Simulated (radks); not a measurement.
Ag4+, 43 electrons, occupied as [Ar] 3d10 4s1.5 4p6 4d7 5s0.5 (fractional occupations, a model configuration). All-electron calculation, Dirac Kohn-Sham, PBE, spin-unpolarised, spherical densities, finite nucleus; open shells fill j = l - 1/2 first; Fermi nuclear charge, rms radius 4.5454 fm. Program: a radial shooting solver on a logarithmic mesh with Libxc functionals.

Normalised radial functions P(r) = r R(r) (large component), r in bohr:

```
   r/bohr * 4p1/2, o 4p3/2 (the largest magnitude, 1.18, reaches the edge; | marks zero, & curves that meet)
 0.002461                             &
 0.003256                             &
 0.004309                             &
 0.005656                             o*
 0.007483                             |&
 0.009901                             |&
   0.0131                             | &
   0.0172                             | o*
  0.02275                             |   &
   0.0301                             |    o*
  0.03951                             |      &
  0.05228                             |        &
  0.06917                             |         &
  0.09153                             |       &
   0.1201                             |  *o
    0.159                        * o  |
   0.2103                 *o          |
   0.2783              &              |
   0.3653                    o*       |
   0.4833                             |   o *
   0.6395                             |                  o *
   0.8461                             |                          &
    1.111                             |                     *o
    1.469                             |            &
    1.944                             |    &
    2.552                             |&
    3.377                             &
    4.468                             &
    5.911                             &
```

4p1/2: eigenvalue -121.34 eV, 2 radial nodes at r = 0.136, 0.434 bohr, <r> = 0.952 bohr, 90 % of the charge inside 1.40 bohr. 4p3/2: eigenvalue -115.93 eV, 2 radial nodes at r = 0.141, 0.447 bohr, <r> = 0.979 bohr, 90 % of the charge inside 1.44 bohr.
